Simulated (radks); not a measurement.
Question: The mean radii <r> (bohr) of the occupied orbitals of an atom or ion are listed with their occupations. Calculated with a radial shooting solver on a logarithmic mesh with Libxc functionals: Dirac Kohn-Sham, LDA (Slater exchange, Perdew-Wang correlation), spin-unpolarised, spherical densities, point nucleus.

| orbital | occ. | <r> |
|---|---|---|
| 1s1/2 | 2 | 0.03188 |
| 2s1/2 | 2 | 0.1381 |
| 2p1/2 | 2 | 0.1172 |
| 2p3/2 | 4 | 0.1221 |
| 3s1/2 | 2 | 0.3796 |
| 3p1/2 | 2 | 0.3715 |
| 3p3/2 | 4 | 0.3824 |
| 3d3/2 | 4 | 0.3556 |
| 3d5/2 | 6 | 0.3591 |
| 4s1/2 | 2 | 0.9353 |
| 4p1/2 | 1.33333 | 1.003 |
| 4p3/2 | 2.66667 | 1.033 |
| 4d3/2 | 4 | 1.368 |
| 4d5/2 | 6 | 1.387 |
| 5s1/2 | 2 | 2.960 |

Name the element and its charge. Open shells, if any, are shared by 2j + 1.

Answer: Z = 46, palladium, charge 0: Pd in [Ar] 3d10 4s2 4p4 4d10 5s2. The 1s radius gives Z: for a bare nucleus <r> = (2 gamma + 1)/(2Z) with gamma = sqrt(1 - (Z/c)^2), 0.03135 bohr for Z = 46, and screening makes it slightly larger (0.03188 here). The occupations add up to 46, and the charge is Z minus that.
